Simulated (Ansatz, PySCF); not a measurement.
Pair of molecules: CH2O (SMILES C=O) (first 4 atoms) with CH5N (SMILES CN); geometry from B3LYP-D3(BJ)/def2-TZVP, rigid monomers moved along the line of their centres of mass till C1···N6 is 2.42 Å.
(charge 0, multiplicity 1):
```tsv
atom	x (Å)	y (Å)	z (Å)
C	0.0863	0.2910	0.7428
O	-0.3281	-0.8312	0.6077
H	1.1456	0.5068	0.9673
H	-0.5563	1.1783	0.6011
C	0.2387	-0.5539	3.6142
N	-0.2540	0.7238	3.0957
H	1.3287	-0.5276	3.6495
H	-0.0477	-1.3498	2.9262
H	-0.1296	-0.8090	4.6147
H	0.0635	1.4983	3.6660
H	-1.2669	0.7445	3.0969
```

Counterpoise-corrected where a basis set is named; no monomer relaxation. Rows marked so take none.

Frozen-core correlation. Rows in 6-31G* carry no dispersion term and start afresh at each structure (6-31G* with six Cartesian d functions). MP2/6-31G* freezes PySCF's default core.

The values were computed with Ansatz (a first-principles code) with Gaussian orbitals; PySCF for 6-31G* rows, the dispersion terms. Values without a source in brackets are computed.

One of these levels gives -6.5 kJ/mol for the interaction energy. Name it.
A. B3LYP/def2-TZVPPD
B. MP2/aug-cc-pVDZ
C. MP2/6-31G* (no counterpoise)
D. PBE-D4/def2-TZVPPD

B, MP2/aug-cc-pVDZ. The others give -21.3 (PBE-D4/def2-TZVPPD), -4.1 (B3LYP/def2-TZVPPD), -15.2 (MP2/6-31G* (no counterpoise))
